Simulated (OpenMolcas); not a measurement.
## F⁺: input and output

Input:

```
&GATEWAY
Coord
1

F 0.0 0.0 0.0
Basis=ANO-RCC-VTZP
Group=XYZ
NoMove
AngMom=0.0 0.0 0.0
AMFI
&SEWARD
* reference wave functions (RASSCF and RASSI steps not shown): 6 electrons in 9 orbitals (RAS2 2s 2p; RAS3 3d, at most 2 electrons)
>>> COPY JOB001 $Project.JobIph
&CASPT2
Multistate=3 1 2 3
Frozen=0 0
IPEA=0.1
MaxIter=60
WThr=0.0 0.3 0.05
PrWF=0.5
NoMix
>>> COPY JOB002 $Project.JobIph
&CASPT2
Multistate=6 1 2 3 4 5 6
Frozen=0 0
IPEA=0.1
MaxIter=60
WThr=0.0 0.3 0.05
PrWF=0.5
NoMix
>>> COPY JOB003 $Project.JobIph
&CASPT2
Multistate=3 1 2 3
Frozen=0 0
IPEA=0.1
MaxIter=60
WThr=0.0 0.3 0.05
PrWF=0.5
NoMix
...
```

Launched by
```bash
OMP_NUM_THREADS=1 MOLCAS_MEM=2252 MOLCAS_PROJECT=a pymolcas a.inp > a.log  # once for each step of the input, in one work folder
```

Output, cut to the results:

```
--- CASPT2 ---
Orbital specifications:
      -----------------------

      Symmetry species                           1   2
                                                ag  au
      Frozen orbitals                            0   0
      Inactive orbitals                          1   0
      Active orbitals                            6   3
      Secondary orbitals                         7  13
      Deleted orbitals                           0   0
      Number of basis functions                 14  16
Type of calculation                        MS-CASPT2
      Fock operator                              state-specific
      IPEA shift                                 0.10
      Real shift                                 0.00
      Imaginary shift                            0.00
      The input orbitals will be transformed to quasi-canonical
Reference energy:         -98.9938949801
      E2 (Non-variational):      -0.0884213737
      E2 (Variational):          -0.0884213690
      Total energy:             -99.0823163490
      Residual norm:              0.0000002476
      Reference weight:           0.98614
      Contributions to the CASPT2 correlation energy
      Active & Virtual Only:         -0.0833425243
      One Inactive Excited:          -0.0036825771
      Two Inactive Excited:          -0.0013962723
Reference energy:         -98.9938949801
      E2 (Non-variational):      -0.0884220602
      E2 (Variational):          -0.0884220554
      Total energy:             -99.0823170355
      Residual norm:              0.0000002475
      Reference weight:           0.98614
      Contributions to the CASPT2 correlation energy
      Active & Virtual Only:         -0.0833432177
      One Inactive Excited:          -0.0036825702
      Two Inactive Excited:          -0.0013962723
::    CASPT2 Root  1     Total energy:    -99.08231635
::    CASPT2 Root  2     Total energy:    -99.08231704
::    CASPT2 Root  3     Total energy:    -99.08231601
::    MS-CASPT2 Root  1     Total energy:    -99.08231704
::    MS-CASPT2 Root  2     Total energy:    -99.08231635
::    MS-CASPT2 Root  3     Total energy:    -99.08231601
--- CASPT2 ---
Orbital specifications:
      -----------------------

      Symmetry species                           1   2
                                                ag  au
      Frozen orbitals                            0   0
      Inactive orbitals                          1   0
      Active orbitals                            6   3
      Secondary orbitals                         7  13
      Deleted orbitals                           0   0
      Number of basis functions                 14  16
Type of calculation                        MS-CASPT2
      Fock operator                              state-specific
      IPEA shift                                 0.10
      Real shift                                 0.00
      Imaginary shift                            0.00
      The input orbitals will be transformed to quasi-canonical
Reference energy:         -98.8934833762
      E2 (Non-variational):      -0.0923787832
      E2 (Variational):          -0.0923787746
      Total energy:             -98.9858621508
      Residual norm:              0.0000003590
      Reference weight:           0.98645
      Contributions to the CASPT2 correlation energy
      Active & Virtual Only:         -0.0873698754
      One Inactive Excited:          -0.0036125317
      Two Inactive Excited:          -0.0013963761
Reference energy:         -98.8934833762
      E2 (Non-variational):      -0.0923916342
      E2 (Variational):          -0.0923916270
      Total energy:             -98.9858750033
      Residual norm:              0.0000003076
      Reference weight:           0.98641
      Contributions to the CASPT2 correlation energy
      Active & Virtual Only:         -0.0873831236
      One Inactive Excited:          -0.0036121332
      Two Inactive Excited:          -0.0013963774
::    CASPT2 Root  1     Total energy:    -98.98586215
::    CASPT2 Root  2     Total energy:    -98.98587500
::    CASPT2 Root  3     Total energy:    -98.98586005
::    CASPT2 Root  4     Total energy:    -98.98586420
::    CASPT2 Root  5     Total energy:    -98.98586355
::    CASPT2 Root  6     Total energy:    -98.87611520
::    MS-CASPT2 Root  1     Total energy:    -98.98598752
::    MS-CASPT2 Root  2     Total energy:    -98.98594725
::    MS-CASPT2 Root  3     Total energy:    -98.98588644
::    MS-CASPT2 Root  4     Total energy:    -98.98581207
::    MS-CASPT2 Root  5     Total energy:    -98.98570636
::    MS-CASPT2 Root  6     Total energy:    -98.87610052
--- CASPT2 ---
Orbital specifications:
      -----------------------

      Symmetry species                           1   2
                                                ag  au
      Frozen orbitals                            0   0
      Inactive orbitals                          1   0
      Active orbitals                            6   3
      Secondary orbitals                         7  13
      Deleted orbitals                           0   0
      Number of basis functions                 14  16
Type of calculation                        MS-CASPT2
      Fock operator                              state-specific
      IPEA shift                                 0.10
      Real shift                                 0.00
      Imaginary shift                            0.00
      The input orbitals will be transformed to quasi-canonical
Reference energy:         -98.2265475801
      E2 (Non-variational):      -0.1014303660
      E2 (Variational):          -0.1014303430
      Total energy:             -98.3279779231
      Residual norm:              0.0000007157
      Reference weight:           0.98014
      Contributions to the CASPT2 correlation energy
      Active & Virtual Only:         -0.0950908607
      One Inactive Excited:          -0.0046339810
      Two Inactive Excited:          -0.0017055242
...
```

Levels above the lowest, from the spin-orbit matrix with the single-state CASPT2 energies, averaged by term, on its diagonal:

```tsv
Configuration	Term	J	E (cm⁻¹)	Measured (cm⁻¹)	g	Term weight %
2s² 2p⁴	³P	2	0.0	0.0	1.501	100
2s² 2p⁴	³P	1	322	341	1.501	100
2s² 2p⁴	³P	0	477	490		100
2s² 2p⁴	¹D	2	21333	20873	1.000	100
2s² 2p⁴	¹S	0	45422	44918		100
2s 2p⁵	³P°	2	165565	164798	1.501	100
2s 2p⁵	³P°	1	165875	165107	1.501	100
2s 2p⁵	³P°	0	166031	165279		100
2s 2p⁵	¹P°	1	238790		1.000	100
```

Against the 7 measured excited levels shown (NIST Handbook of Basic Atomic Spectroscopic Data) the mean absolute deviation is 470 cm-1; the largest miss in energy is 2s 2p⁵ ³P°₁: computed 165875, measured 165107 cm⁻¹ (+0.5 %), and the largest in proportion 2s² 2p⁴ ³P₁ (-5.7 %).

Terms from blocks run as CI alone lack orbitals of their own. Active for correlation alone: 3d; no level in the range computed is led by a configuration that fills it, so any true level of that kind is missing. Measured partners are found by configuration, term and J. A level has none where our copy of the source lacks it or the pairing is in doubt (some pairs that miss far off the trend of their configuration count as doubtful), and it then counts in no deviation. Only configurations of the active space appear. The first state left out of the spin-orbit step lies near 420000 cm-1 above the lowest spin-free state of the reference (among the parities and spins computed), and the list stops at four fifths of that energy or lower.

The CASPT2 steps took 8.9 s on 1 thread of Arm Neoverse V1 (shared host); the integral step is not counted.

The term weight is that of the spin-free term in the level, not the purity of its configuration. ° marks odd parity.
